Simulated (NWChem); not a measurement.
The numbers come from NWChem runs, not from measurements. System: CHF, charge 1, spin multiplicity 2, at the geometry of a parent with another charge or spin, in a state set for the comparison that need not be this species' ground state. Its SCF solution wasn't tested for a lower state. Level: ROCCSD(T)/def2-TZVPD, 2 core orbitals frozen.

Input file:

```
start mol
memory heap 100 mb stack 700 mb global 1900 mb
charge 1
geometry units angstroms nocenter noautoz
  C      0.560614    -0.452685     0.000000
  F     -0.526559     0.264219     0.000000
  H      1.375343     0.338134     0.000000
  symmetry group Cs
end
basis spherical
  * library def2-tzvpd
end
scf
  rohf
  nopen 1
  maxiter 100
  thresh 1e-7
  semidirect memsize 60000000 filesize 0
  # guess.movecs holds the orbitals of an unrestricted PBE0 run
  vectors input guess.movecs output mol.movecs
end
tce
  freeze core 2
  ccsd(t)
  2eorb
  2emet 13
  thresh 1e-6
  maxiter 100
  tilesize 24
end
task tce energy
```

Output (cleaned and shortened):

```
             Northwest Computational Chemistry Package (NWChem) 7.3.0
             --------------------------------------------------------

                                NWChem Input Module
                                -------------------

 Scaling coordinates for geometry "geometry" by  1.889725989
 (inverse scale =  0.529177249)

 Turning off AUTOSYM since
 SYMMETRY directive was detected!

                             Geometry "geometry" -> ""
                             -------------------------

 Output coordinates in angstroms (scale by  1.889725989 to convert to a.u.)

  No.       Tag          Charge          X              Y              Z
 ---- ---------------- ---------- -------------- -------------- --------------
    1 C                    6.0000     0.56061400    -0.45268500     0.00000000
    2 F                    9.0000    -0.52655900     0.26421900     0.00000000
    3 H                    1.0000     1.37534300     0.33813400     0.00000000

 Effective nuclear repulsion energy (a.u.)      27.2415741339

            Nuclear Dipole moment (a.u.)
            ----------------------------
        X                 Y               Z
 ---------------- ---------------- ----------------
    -0.0000075589    -0.0000094486     0.0000000000

      Symmetry information
      --------------------

 Group name             Cs
 Group number              2
 Group order               2
 No. of unique centers     3

      Symmetry unique atoms

     1    2    3


 Summary of "ao basis" -> "" (spherical)
 ------------------------------------------------------------------------------
       Tag                 Description            Shells   Functions and Types
 ---------------- ------------------------------  ------  ---------------------
 *                         def2-tzvpd                 on all atoms

 Summary of "ao basis" -> "ao basis" (spherical)
 ------------------------------------------------------------------------------
       Tag                 Description            Shells   Functions and Types
 ---------------- ------------------------------  ------  ---------------------
[...]
 nrot:                          0

            Memory Information
            ------------------
          Available GA space size is     249022008 doubles
          Available MA space size is     104853316 doubles

 Maximum block size supplied by input
 Maximum block size        24 doubles

 tile_dim =     18

 -------------------------------------------------
   1    alpha     a'     4 doubles       0       1
   2    alpha     a'     1 doubles       4       2
   3    alpha     a"     1 doubles       5       3
   4    beta      a'     4 doubles       6       4
   5    beta      a"     1 doubles      10       5
   6    alpha     a'    17 doubles      11       6
   7    alpha     a'    17 doubles      28       7
   8    alpha     a'    18 doubles      45       8
   9    alpha     a"    13 doubles      63       9
  10    alpha     a"    13 doubles      76      10
  11    beta      a'     1 doubles      89      11
  12    beta      a'    17 doubles      90      12
  13    beta      a'    17 doubles     107      13
  14    beta      a'    18 doubles     124      14
  15    beta      a"    13 doubles     142      15
  16    beta      a"    13 doubles     155      16

 Global array virtual files algorithm will be used

 Parallel file system coherency ......... OK

 4-electron integrals stored in orbital form

 v2    file size   =          5089213
 4-index algorithm nr.  13 is used
 imaxsize =       30
 imaxsize ichop =        0


CCSD iterations
 ---------------------------------------------------------
 Iter          Residuum       Correlation     Cpu    Wall
 ---------------------------------------------------------
    1   0.1960623201686  -0.3629157609642     0.6     0.6
    2   0.0459086482772  -0.3626943738073     0.6     0.6
    3   0.0215790440322  -0.3697586816829     0.6     0.6
    4   0.0117107465117  -0.3707954241213     0.6     0.6
    5   0.0119763681221  -0.3710389693237     0.6     0.6
    6   0.0043450917234  -0.3717707946270     0.6     0.6
    7   0.0020475823929  -0.3718648741350     0.6     0.6
    8   0.0014815485744  -0.3717984760068     0.6     0.6
    9   0.0008138409659  -0.3719006500273     0.6     0.6
   10   0.0006573263211  -0.3718775502008     0.6     0.6
   11   0.0001392828034  -0.3719474257386     0.6     0.6
   12   0.0000867581194  -0.3719467882441     0.6     0.6
   13   0.0000583356764  -0.3719451714662     0.6     0.6
   14   0.0000583279075  -0.3719490525972     0.6     0.6
   15   0.0000479012753  -0.3719451611400     0.6     0.6
   16   0.0000087704331  -0.3719474587632     0.6     0.6
   17   0.0000036459422  -0.3719472019947     0.6     0.6
   18   0.0000024401343  -0.3719470638733     0.6     0.6
   19   0.0000014021972  -0.3719471575428     0.6     0.6
   20   0.0000010644133  -0.3719471040309     0.6     0.6
   21   0.0000004996750  -0.3719471657463     0.6     0.6
 -----------------------------------------------------------------
 Iterations converged
 CCSD correlation energy / hartree =        -0.371947165746268
 CCSD total energy / hartree       =      -137.834086789897725

 Singles contributions

 Doubles contributions
 CCSD(T)
 Using plain CCSD(T) code
             total no. of tasks         1305
 total no. of tasks / no. procs         1305
                         wl_min            4           1.3
                         wl_max       373248           8.5
        thresh for no. of tasks         1305

 CCSD[T]  correction energy / hartree =        -0.018810696972084
 CCSD[T] correlation energy / hartree =        -0.390757862718352
 CCSD[T] total energy / hartree       =      -137.852897486869807
 CCSD(T)  correction energy / hartree =        -0.015530383296949
 CCSD(T) correlation energy / hartree =        -0.387477549043217
 CCSD(T) total energy / hartree       =      -137.849617173194673

 Task  times  cpu:       27.2s     wall:       27.2s

 Total times  cpu:       27.2s     wall:       27.2s
```
